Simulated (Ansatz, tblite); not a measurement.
Removing and adding an electron: SnHMe2Et (C4H12Sn). Total charge 0; singlet. Geometry: r2SCAN-D4/def2-SVP. Ansatz, gas phase; energy differences of separate SCF runs; the oxidised species was run as a doublet alone; the reduced species was run as a doublet alone.

Cartesian coordinates in Å:
```
Sn 0.1119 -0.2547 0.7462
H 1.5867 -0.7542 1.4956
C -0.1717 1.8642 1.0778
H -0.2226 2.0802 2.1555
H -1.1098 2.1970 0.6080
H 0.6613 2.4385 0.6455
C -1.5394 -1.3497 1.6121
H -1.4099 -2.4309 1.4560
H -2.4846 -1.0372 1.1430
H -1.6032 -1.1563 2.6933
C 0.2304 -0.6320 -1.3917
C 1.3622 0.1264 -2.0822
H -0.7489 -0.3598 -1.8232
H 0.3399 -1.7213 -1.5322
H 1.3937 -0.0808 -3.1662
H 1.2553 1.2182 -1.9660
H 2.3488 -0.1474 -1.6716
```

In the def2 sets Sn takes a core potential; there is no spin–orbit coupling. The xTB rows come from tblite. Correlated methods freeze 8 core orbitals; core or outer-core shells of Sn are correlated, in sets that lack core-valence functions. The rows differ in basis, and correlated rows in double-zeta sets carry the largest basis error. HOMO above LUMO, or a gap near zero within one spin, warns that the state may not be the lowest or that an electron is smeared out.

```
             level  −HOMO (eV)  vertical IE (eV)  −LUMO (eV)  vertical EA (eV)  HOMO–LUMO gap (eV)  IE − EA (eV)                                     remarks
          GFN1-xTB       11.50             14.17        5.82              3.21                5.68         10.96                                           –
          GFN2-xTB       10.74             13.32        5.31              2.66                5.44         10.65                                           –
       HF/def2-SVP           –              8.58           –                 –                   –             –                                           –
      HF/def2-TZVP       10.03              8.42       -2.90                 –               12.94             –                                           –
     HF/def2-TZVPD       10.03                 –       -1.53             -1.50               11.56             –                HOMO above zero (-1 doublet)
  PBE-D4/def2-TZVP        6.20              8.94        0.12                 –                6.08             –  gap within one spin near zero (+1 doublet)
 PBE-D4/def2-TZVPD        6.21                 –        0.55             -0.68                5.66             –                HOMO above zero (-1 doublet)
 PBE0-D4/def2-TZVP        7.34              9.16       -0.69                 –                8.03             –                                           –
PBE0-D4/def2-TZVPD        7.35                 –       -0.07             -0.84                7.42             –                HOMO above zero (-1 doublet)
      MP2/def2-SVP           –              9.38           –                 –                   –             –                                           –
     CCSD/def2-SVP           –              9.27           –                 –                   –             –                                           –
  CCSD(T)/def2-SVP           –              9.26           –                 –                   –             –                                           –
```

   A HOMO above zero means that the electron is unbound at that level or that self-interaction error raises the level; the energy of removing that electron tells which. Raw xTB energy differences between charge states are shifted by several eV; the methods need an empirical correction for them. A negative affinity means that the extra electron isn't bound; its size then hangs on the basis.
